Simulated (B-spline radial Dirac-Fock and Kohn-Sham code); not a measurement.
Z = 32 (germanium), transition energy 210 keV. Calculated with an atomic code on a B-spline grid, using a Dirac-Hartree-Slater potential of the neutral atom with a Latter tail (no hole, which puts coefficients of high multipoles low close above an edge), finite nucleus with surface currents. Subshells that would emit electrons below 1 keV are left out.

Question: A pure transition shows α(K) = 0.306, L1/L2 = 11.0 and L1/L3 = 10.2. What is its multipolarity?
A. M2
B. E1
C. E4
D. M1
E. M3
F. E2
G. E3
H. M4

Answer: E. For comparison, α(K), L1/L2, L1/L3 are E1 0.00679, 42.3, 25.3; E2 0.0414, 12.3, 10.1; E3 0.214, 4.19, 4.08; E4 1.05, 1.85, 1.95; M1 0.0101, 34.2, 79.2; M2 0.0574, 17.9, 30.9; M4 1.63, 7.62, 4.76.
